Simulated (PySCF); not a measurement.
P2, charge +1, doublet, at a GFN2-xTB geometry (a state made from the parent by changing its charge; the spin is typed, not shown lowest); R2SCAN/cc-pVDZ (PySCF).

The PySCF input:
```python
from pyscf import gto, scf, dft

mol = gto.Mole()
mol.atom = '''
    P    -0.00000000   -0.00000000   -0.98489567
    P     0.00000000    0.00000000    0.98489567
'''
mol.basis = 'cc-pvdz'
mol.charge = 1
mol.spin = 1
mol.verbose = 4
mol.build()

mf = dft.UKS(mol)
mf.xc = 'r2scan'
mf.kernel()
```

Task: Predict the main parts of the log of this PySCF run.

Result: 
```
PySCF version 2.14.0

[INPUT] verbose = 4
[INPUT] num. atoms = 2
[INPUT] num. electrons = 29
[INPUT] charge = 1
[INPUT] spin (= nelec alpha-beta = 2S) = 1
[INPUT] symmetry False subgroup None
[INPUT] Mole.unit = angstrom
[INPUT] Symbol           X                Y                Z      unit          X                Y                Z       unit  Magmom
[INPUT]  1 P      0.000000000000   0.000000000000  -0.984895670000 AA    0.000000000000   0.000000000000  -1.861183077570 Bohr   0.0
[INPUT]  2 P      0.000000000000   0.000000000000   0.984895670000 AA    0.000000000000   0.000000000000   1.861183077570 Bohr   0.0

nuclear repulsion = 60.4454238574326
number of shells = 10
number of NR pGTOs = 82
number of NR cGTOs = 36
basis = cc-pvdz
ecp = {}

******** <class 'pyscf.dft.uks.UKS'> ********
method = UKS
initial guess = minao
damping factor = 0
level_shift factor = 0
DIIS = <class 'pyscf.scf.diis.CDIIS'>
diis_start_cycle = 1
diis_space = 8
diis_damp = 0
SCF conv_tol = 1e-09
SCF conv_tol_grad = None
SCF max_cycles = 50
direct_scf = True
direct_scf_tol = 1e-13
number electrons alpha = 15  beta = 14
XC library pyscf.dft.libxc version 7.1.2
    S. Lehtola, C. Steigemann, M. J. T. Oliveira, and M. A. L. Marques,  SoftwareX 7, 1–5 (2018)
XC functionals = r2scan
    J. W. Furness, A. D. Kaplan, J. Ning, J. P. Perdew, and J. Sun,  J. Phys. Chem. Lett. 11, 8208–8215 (2020)
    J. W. Furness, A. D. Kaplan, J. Ning, J. P. Perdew, and J. Sun,  J. Phys. Chem. Lett. 11, 9248–9248 (2020)
    J. W. Furness, A. D. Kaplan, J. Ning, J. P. Perdew, and J. Sun,  J. Phys. Chem. Lett. 11, 8208–8215 (2020)
    J. W. Furness, A. D. Kaplan, J. Ning, J. P. Perdew, and J. Sun,  J. Phys. Chem. Lett. 11, 9248–9248 (2020)
radial grids:
    Treutler-Ahlrichs [JCP 102, 346 (1995); DOI:10.1063/1.469408] (M4) radial grids

becke partition: Becke, JCP 88, 2547 (1988); DOI:10.1063/1.454033
pruning grids: <function nwchem_prune>
grids dens level: 3
symmetrized grids: False
atomic radii adjust function: <function treutler_atomic_radii_adjust>
small_rho_cutoff = 0
Set gradient conv threshold to 3.16228e-05
tot grids = 38360
init E= -682.680477987056

cycle= 1 E= -682.24025577151  delta_E= 0.44  |g|= 0.128  |ddm|= 1.12
cycle= 2 E= -682.252688494086  delta_E= -0.0124  |g|= 0.0559  |ddm|= 0.345
cycle= 3 E= -682.254823811394  delta_E= -0.00214  |g|= 0.0124  |ddm|= 0.0887
cycle= 4 E= -682.25495229508  delta_E= -0.000128  |g|= 0.00284  |ddm|= 0.0165
cycle= 5 E= -682.254960161991  delta_E= -7.87e-06  |g|= 0.000339  |ddm|= 0.00396
cycle= 6 E= -682.254960327206  delta_E= -1.65e-07  |g|= 3.08e-05  |ddm|= 0.000622
cycle= 7 E= -682.254960328954  delta_E= -1.75e-09  |g|= 2.88e-06  |ddm|= 7.79e-05
cycle= 8 E= -682.254960329001  delta_E= -4.72e-11  |g|= 1.81e-06  |ddm|= 1.8e-05
Extra cycle  E= -682.254960329037  delta_E= -3.51e-11  |g|= 1.8e-06  |ddm|= 1.55e-05
converged SCF energy = -682.254960329037  <S^2> = 0.75484659  2S+1 = 2.0048407
```
